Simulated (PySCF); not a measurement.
What does the GFN2-xTB structure of `FC(F)(F)CC[SiH2-]` look like in three dimensions? (Charge -1.)

```xyz
13
C3H6F3Si angstrom
F     -2.347   -0.710    0.386
C     -1.689    0.353   -0.118
F     -1.951    1.376    0.720
F     -2.378    0.667   -1.261
C     -0.223    0.113   -0.356
C      0.553   -0.234    0.903
Si     2.406   -0.527    0.531
H     -0.144   -0.702   -1.082
H      0.183    1.022   -0.808
H      0.122   -1.130    1.358
H      0.446    0.576    1.628
H      2.719    0.708   -0.224
H      2.298   -1.511   -0.572
```

Any rigid rotation of these coordinates is as good. Atoms count from 1 in this order. The C–F distances run from 1.348 Å (C2–F3, drawn single) to 1.371 Å (C2–F4, drawn single), a spread of 0.023 Å. Si7 (silicon bonded to C and 2 H) is pyramidal (angles 101.0°, 100.1° and 100.1°, sum 301.2°, 0.74 Å off the plane of its three neighbours). Of the pairs four or more bonds apart, F3···H11 is among the closest relative to their van der Waals radii: 2.69 Å, 101 % of the sum of Bondi's values.

Bonds between heavy atoms (Å): F1–C2 1.348, C2–F3 1.348, C2–F4 1.371, C2–C5 1.505, C5–C6 1.519, C6–Si7 1.913.

Computed geometry: GFN2-xTB, gas phase.

Point group: Cs (every atom within 0.08 Å of its image). Stationary, but not proved a minimum. Torsions: C2–C5–C6–Si7 180°, C5–C6–Si7–H 51° and -52°.

One conformer stands for the species.
